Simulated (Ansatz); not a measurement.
Born–Oppenheimer molecular dynamics of a periodic cell of 21 atoms, H14SO6 (contents 6 H2O + 1 SH2, density as packed 0.76 g/cm³ with natural masses). It goes on from the last frame of an earlier run, with new velocities.

All numbers below come from Ansatz, DFT PBE, scalar-relativistic, plane waves, PAW. Settings: accuracy low, cutoff 420 eV, k mesh 1x1x1, fermi-dirac smearing 0.05 eV, no spin polarisation.

| Item | Value |
| --- | --- |
| ensemble | NVE (velocity Verlet) |
| time step | 0.5 fs |
| steps asked | 400 |
| starting velocities drawn for | 1000 K |
| seed | 993750 |

Frames 0.5 fs apart, positions in Å, forces in eV/Å.

Velocities at 140.0 fs (Å/ps):

```
O 2.53 -0.50 -8.13
H 52.07 -2.61 11.94
H 20.49 29.89 19.42
O -4.93 3.38 -4.14
H -11.17 23.16 -5.33
H -49.24 -4.58 15.30
O 0.24 -14.89 5.84
H 22.72 -35.08 16.99
H 8.41 19.36 -6.18
O -0.99 1.27 5.18
H -0.43 -22.11 -18.05
H 62.92 2.81 41.41
O -9.90 10.55 -1.37
H -29.77 16.07 34.84
H 41.72 17.54 8.88
O 0.46 -3.38 -3.92
H 34.73 -4.88 -19.89
H -30.67 11.01 -7.61
S 3.45 1.84 -2.32
H -1.54 3.99 59.51
H -30.31 -56.79 26.57
```

```xyz
21
Lattice="6.7824 0.0000 0.0000 0.0000 6.7824 0.0000 0.0000 0.0000 6.7824" Properties=species:S:1:pos:R:3:forces:R:3 time_fs=140.0 energy_less_start_eV=0.311 T=880
O 4.764 6.181 -0.799 -0.39 -0.27 0.81
H 4.643 6.912 -1.474 0.09 -0.60 0.48
H 5.103 6.617 0.004 -0.20 -0.13 -0.16
O 5.290 1.308 4.637 1.54 -0.14 1.40
H 5.202 1.838 3.870 -0.27 1.13 -1.64
H 6.253 1.103 4.739 -0.93 0.45 -0.22
O 2.815 3.800 3.286 -0.17 -0.25 -0.27
H 3.362 4.283 2.659 0.51 -0.39 -0.76
H 2.811 4.429 4.001 -0.08 0.29 1.34
O 3.945 -0.164 2.636 -0.61 1.62 -2.05
H 3.238 -0.823 2.751 -0.19 0.52 -0.30
H 3.623 0.469 1.870 0.53 -1.80 2.04
O -0.297 4.653 4.712 -0.57 2.15 2.39
H 0.244 4.699 3.969 1.73 -0.54 -2.78
H -0.156 5.617 5.031 -0.98 -2.21 -0.03
O 3.882 3.043 6.858 1.12 -0.50 -0.95
H 4.367 2.315 6.300 -0.80 2.51 0.88
H 4.203 3.987 6.678 0.05 -1.81 -0.38
S 0.893 3.573 0.992 -0.21 0.07 0.89
H 0.722 3.431 -0.298 -0.97 0.08 -1.23
H 2.162 3.396 0.617 0.80 -0.18 0.53
21
Lattice="6.7824 0.0000 0.0000 0.0000 6.7824 0.0000 0.0000 0.0000 6.7824" Properties=species:S:1:pos:R:3:forces:R:3 time_fs=140.5 energy_less_start_eV=0.417 T=840
O 4.766 6.181 -0.803 0.03 -0.08 1.88
H 4.669 6.910 -1.467 -0.09 -0.34 0.14
H 5.113 6.632 0.013 -0.51 -0.59 -0.85
O 5.287 1.310 4.635 0.56 0.34 0.91
H 5.197 1.851 3.866 -0.17 0.82 -1.17
H 6.228 1.101 4.747 0.00 0.32 -0.19
O 2.815 3.793 3.289 -0.19 0.04 0.11
H 3.374 4.265 2.667 0.57 -0.37 -0.85
H 2.815 4.439 3.999 -0.11 0.00 1.04
O 3.944 -0.164 2.638 -0.46 0.95 -1.37
H 3.237 -0.834 2.742 0.01 0.77 -0.40
H 3.655 0.468 1.893 0.17 -1.39 1.44
O -0.302 4.659 4.711 -1.11 2.32 3.36
H 0.232 4.707 3.983 2.41 -0.56 -3.75
H -0.136 5.623 5.036 -1.08 -2.37 -0.04
O 3.882 3.042 6.856 1.26 -0.67 -1.09
H 4.384 2.316 6.291 -0.98 2.67 1.02
H 4.187 3.990 6.674 0.08 -1.82 -0.37
S 0.895 3.574 0.991 -0.46 0.24 1.91
H 0.720 3.433 -0.270 -1.10 -0.01 -2.15
H 2.147 3.367 0.631 1.18 -0.24 0.43
21
Lattice="6.7824 0.0000 0.0000 0.0000 6.7824 0.0000 0.0000 0.0000 6.7824" Properties=species:S:1:pos:R:3:forces:R:3 time_fs=141.0 energy_less_start_eV=0.515 T=802
O 4.767 6.180 -0.807 0.34 -0.01 2.77
H 4.695 6.907 -1.460 -0.25 -0.05 -0.23
H 5.122 6.646 0.021 -0.75 -0.96 -1.36
O 5.285 1.312 4.633 -0.59 0.96 0.27
H 5.190 1.865 3.858 -0.04 0.41 -0.58
H 6.202 1.100 4.754 1.09 0.14 -0.13
O 2.815 3.786 3.292 -0.16 0.41 0.47
H 3.387 4.246 2.673 0.57 -0.39 -0.84
H 2.819 4.449 4.000 -0.12 -0.35 0.68
O 3.944 -0.163 2.640 -0.23 0.07 -0.46
H 3.237 -0.842 2.731 0.18 0.98 -0.47
H 3.688 0.464 1.920 -0.24 -0.75 0.60
O -0.307 4.664 4.711 -1.25 2.32 3.68
H 0.225 4.713 3.988 2.64 -0.59 -4.10
H -0.119 5.624 5.040 -1.15 -2.35 -0.01
O 3.882 3.040 6.854 1.29 -0.80 -1.14
H 4.398 2.323 6.285 -1.07 2.67 1.07
H 4.172 3.989 6.669 0.13 -1.71 -0.37
S 0.896 3.575 0.990 -0.64 0.41 2.83
H 0.716 3.435 -0.247 -1.22 -0.09 -2.99
H 2.136 3.338 0.646 1.49 -0.32 0.33
21
Lattice="6.7824 0.0000 0.0000 0.0000 6.7824 0.0000 0.0000 0.0000 6.7824" Properties=species:S:1:pos:R:3:forces:R:3 time_fs=141.5 energy_less_start_eV=0.575 T=780
O 4.768 6.180 -0.810 0.56 -0.03 3.45
H 4.721 6.904 -1.454 -0.39 0.23 -0.58
H 5.129 6.657 0.025 -0.91 -1.23 -1.67
O 5.283 1.314 4.631 -1.74 1.62 -0.42
H 5.184 1.881 3.850 0.10 -0.03 0.03
H 6.179 1.099 4.760 2.16 -0.06 -0.05
O 2.816 3.778 3.295 -0.08 0.82 0.75
H 3.402 4.226 2.676 0.50 -0.44 -0.75
H 2.822 4.458 4.003 -0.12 -0.68 0.30
O 3.943 -0.162 2.643 0.06 -1.00 0.66
H 3.237 -0.848 2.720 0.30 1.12 -0.53
H 3.720 0.458 1.948 -0.66 0.15 -0.49
O -0.313 4.670 4.712 -0.91 2.18 3.21
H 0.224 4.717 3.983 2.32 -0.65 -3.70
H -0.105 5.618 5.044 -1.16 -2.17 0.05
O 3.883 3.038 6.852 1.24 -0.91 -1.08
H 4.409 2.336 6.281 -1.09 2.52 1.03
H 4.158 3.984 6.663 0.20 -1.46 -0.37
S 0.898 3.576 0.989 -0.74 0.54 3.51
H 0.708 3.437 -0.231 -1.30 -0.16 -3.59
H 2.128 3.308 0.662 1.66 -0.38 0.26
21
Lattice="6.7824 0.0000 0.0000 0.0000 6.7824 0.0000 0.0000 0.0000 6.7824" Properties=species:S:1:pos:R:3:forces:R:3 time_fs=142.0 energy_less_start_eV=0.585 T=776
O 4.769 6.180 -0.813 0.68 -0.10 3.89
H 4.745 6.902 -1.449 -0.49 0.45 -0.87
H 5.134 6.665 0.025 -1.00 -1.39 -1.81
O 5.280 1.316 4.630 -2.65 2.20 -1.02
H 5.178 1.897 3.841 0.23 -0.43 0.56
H 6.161 1.098 4.767 3.01 -0.21 0.01
O 2.816 3.771 3.298 0.05 1.21 0.92
H 3.418 4.205 2.678 0.37 -0.51 -0.58
H 2.826 4.466 4.006 -0.12 -0.98 -0.04
O 3.942 -0.161 2.645 0.38 -2.16 1.88
H 3.238 -0.852 2.707 0.35 1.20 -0.56
H 3.750 0.453 1.975 -1.03 1.21 -1.69
O -0.318 4.677 4.713 -0.21 1.87 2.10
H 0.229 4.720 3.970 1.59 -0.70 -2.71
H -0.093 5.608 5.049 -1.10 -1.81 0.15
O 3.884 3.036 6.849 1.08 -1.00 -0.91
H 4.418 2.355 6.279 -1.01 2.22 0.89
H 4.143 3.975 6.656 0.27 -1.09 -0.39
S 0.900 3.577 0.989 -0.75 0.62 3.79
H 0.698 3.438 -0.223 -1.30 -0.19 -3.83
H 2.124 3.277 0.678 1.68 -0.42 0.20
21
Lattice="6.7824 0.0000 0.0000 0.0000 6.7824 0.0000 0.0000 0.0000 6.7824" Properties=species:S:1:pos:R:3:forces:R:3 time_fs=142.5 energy_less_start_eV=0.542 T=792
O 4.771 6.179 -0.815 0.71 -0.16 4.08
H 4.768 6.901 -1.446 -0.57 0.57 -1.08
H 5.136 6.670 0.021 -1.02 -1.46 -1.78
O 5.277 1.318 4.628 -3.09 2.58 -1.44
H 5.172 1.912 3.833 0.34 -0.75 0.97
H 6.150 1.097 4.773 3.38 -0.25 0.02
O 2.816 3.764 3.301 0.22 1.53 0.97
H 3.435 4.183 2.678 0.18 -0.58 -0.36
H 2.829 4.471 4.010 -0.10 -1.20 -0.31
O 3.942 -0.161 2.647 0.66 -3.19 2.98
H 3.239 -0.853 2.693 0.32 1.18 -0.58
H 3.778 0.450 1.998 -1.29 2.22 -2.78
O -0.324 4.684 4.714 0.59 1.36 0.69
H 0.237 4.722 3.950 0.68 -0.73 -1.45
H -0.084 5.593 5.053 -0.98 -1.27 0.30
O 3.885 3.033 6.846 0.81 -1.04 -0.62
H 4.425 2.380 6.280 -0.82 1.77 0.65
H 4.130 3.964 6.648 0.35 -0.61 -0.41
S 0.901 3.578 0.989 -0.69 0.62 3.63
H 0.684 3.439 -0.225 -1.22 -0.17 -3.64
H 2.124 3.245 0.695 1.54 -0.43 0.16
21
Lattice="6.7824 0.0000 0.0000 0.0000 6.7824 0.0000 0.0000 0.0000 6.7824" Properties=species:S:1:pos:R:3:forces:R:3 time_fs=143.0 energy_less_start_eV=0.445 T=829
O 4.772 6.179 -0.817 0.67 -0.18 3.98
H 4.790 6.901 -1.446 -0.64 0.56 -1.17
H 5.136 6.671 0.013 -0.97 -1.43 -1.59
O 5.274 1.321 4.625 -2.93 2.72 -1.62
H 5.167 1.925 3.828 0.43 -0.97 1.23
H 6.147 1.095 4.780 3.19 -0.15 -0.05
O 2.816 3.757 3.305 0.41 1.76 0.92
H 3.452 4.160 2.678 -0.03 -0.64 -0.12
H 2.831 4.473 4.012 -0.08 -1.34 -0.51
O 3.941 -0.161 2.650 0.84 -3.75 3.62
H 3.241 -0.851 2.678 0.21 1.08 -0.59
H 3.803 0.453 2.014 -1.36 2.85 -3.42
O -0.329 4.691 4.716 1.26 0.65 -0.75
H 0.247 4.721 3.926 -0.19 -0.71 -0.23
H -0.078 5.576 5.059 -0.77 -0.58 0.50
O 3.886 3.031 6.844 0.42 -1.00 -0.21
H 4.429 2.409 6.282 -0.50 1.16 0.29
H 4.117 3.951 6.639 0.41 -0.05 -0.44
S 0.903 3.579 0.989 -0.58 0.53 3.08
H 0.667 3.440 -0.236 -1.05 -0.12 -3.07
H 2.128 3.212 0.712 1.26 -0.38 0.14
21
Lattice="6.7824 0.0000 0.0000 0.0000 6.7824 0.0000 0.0000 0.0000 6.7824" Properties=species:S:1:pos:R:3:forces:R:3 time_fs=143.5 energy_less_start_eV=0.312 T=880
O 4.774 6.179 -0.818 0.56 -0.18 3.61
H 4.810 6.902 -1.448 -0.70 0.42 -1.13
H 5.134 6.669 0.000 -0.85 -1.30 -1.23
O 5.270 1.325 4.623 -2.24 2.62 -1.58
H 5.164 1.935 3.826 0.49 -1.08 1.35
H 6.152 1.093 4.786 2.49 0.07 -0.21
O 2.816 3.750 3.308 0.59 1.87 0.79
H 3.469 4.135 2.677 -0.24 -0.68 0.12
H 2.834 4.473 4.013 -0.05 -1.38 -0.62
O 3.941 -0.161 2.654 0.93 -3.57 3.57
H 3.244 -0.846 2.661 0.02 0.89 -0.60
H 3.824 0.462 2.022 -1.26 2.83 -3.36
O -0.334 4.698 4.717 1.69 -0.23 -2.04
H 0.257 4.719 3.902 -0.89 -0.65 0.79
H -0.073 5.556 5.066 -0.49 0.23 0.76
O 3.888 3.029 6.841 -0.09 -0.85 0.34
H 4.433 2.441 6.285 -0.02 0.41 -0.21
H 4.105 3.938 6.629 0.45 0.54 -0.47
S 0.904 3.580 0.989 -0.43 0.37 2.27
H 0.648 3.440 -0.254 -0.82 -0.04 -2.26
H 2.135 3.179 0.730 0.87 -0.29 0.12
21
Lattice="6.7824 0.0000 0.0000 0.0000 6.7824 0.0000 0.0000 0.0000 6.7824" Properties=species:S:1:pos:R:3:forces:R:3 time_fs=144.0 energy_less_start_eV=0.196 T=923
O 4.776 6.178 -0.818 0.39 -0.18 2.95
H 4.829 6.905 -1.454 -0.77 0.17 -1.00
H 5.129 6.664 -0.015 -0.65 -1.05 -0.71
O 5.265 1.328 4.620 -1.25 2.33 -1.34
H 5.161 1.944 3.827 0.52 -1.08 1.31
H 6.163 1.091 4.792 1.51 0.36 -0.42
O 2.816 3.744 3.312 0.75 1.85 0.58
H 3.486 4.108 2.676 -0.44 -0.69 0.34
H 2.837 4.468 4.013 -0.01 -1.32 -0.64
O 3.941 -0.162 2.658 0.99 -2.67 2.89
H 3.247 -0.839 2.642 -0.24 0.63 -0.62
H 3.843 0.479 2.022 -1.06 2.16 -2.66
O -0.339 4.705 4.718 1.88 -1.16 -3.12
H 0.265 4.716 3.880 -1.39 -0.56 1.57
H -0.070 5.538 5.074 -0.17 1.06 1.05
O 3.889 3.026 6.838 -0.68 -0.59 0.96
H 4.436 2.473 6.288 0.57 -0.41 -0.80
H 4.094 3.927 6.618 0.44 1.09 -0.48
S 0.905 3.582 0.989 -0.27 0.18 1.37
H 0.627 3.441 -0.277 -0.54 0.04 -1.34
H 2.144 3.144 0.747 0.43 -0.17 0.11
21
Lattice="6.7824 0.0000 0.0000 0.0000 6.7824 0.0000 0.0000 0.0000 6.7824" Properties=species:S:1:pos:R:3:forces:R:3 time_fs=144.5 energy_less_start_eV=0.151 T=940
O 4.778 6.178 -0.818 0.15 -0.24 2.05
H 4.846 6.907 -1.461 -0.84 -0.14 -0.79
H 5.123 6.656 -0.031 -0.38 -0.68 -0.02
O 5.261 1.332 4.617 -0.17 1.93 -0.95
H 5.160 1.949 3.832 0.52 -0.97 1.14
H 6.178 1.090 4.797 0.47 0.66 -0.64
O 2.816 3.738 3.316 0.87 1.70 0.33
H 3.501 4.080 2.677 -0.60 -0.66 0.52
H 2.839 4.461 4.011 0.03 -1.17 -0.58
O 3.941 -0.164 2.662 1.07 -1.35 1.86
H 3.249 -0.831 2.623 -0.53 0.34 -0.65
H 3.859 0.500 2.015 -0.85 1.10 -1.60
O -0.344 4.712 4.719 1.89 -1.98 -3.94
H 0.269 4.711 3.861 -1.72 -0.44 2.11
H -0.066 5.522 5.085 0.15 1.76 1.31
O 3.890 3.023 6.836 -1.25 -0.22 1.56
H 4.440 2.505 6.288 1.19 -1.19 -1.40
H 4.085 3.918 6.606 0.38 1.49 -0.45
S 0.907 3.583 0.990 -0.11 -0.04 0.51
H 0.605 3.441 -0.303 -0.25 0.11 -0.46
H 2.154 3.109 0.765 -0.02 -0.01 0.08
```

Of the whole run (200 fs, mean temperature of the second half 929 K): The conserved energy stayed within 0.45 meV per atom of its start (net change 0.12 meV per atom), so the integration is sound. A run of 0.2 ps of so small a system gives no equilibrium averages. Limits of this set-up: coarse k mesh, low accuracy level.

The run took 8.4 min on 1 thread of Arm Neoverse V1 (shared host), peak memory 0.4 GiB.
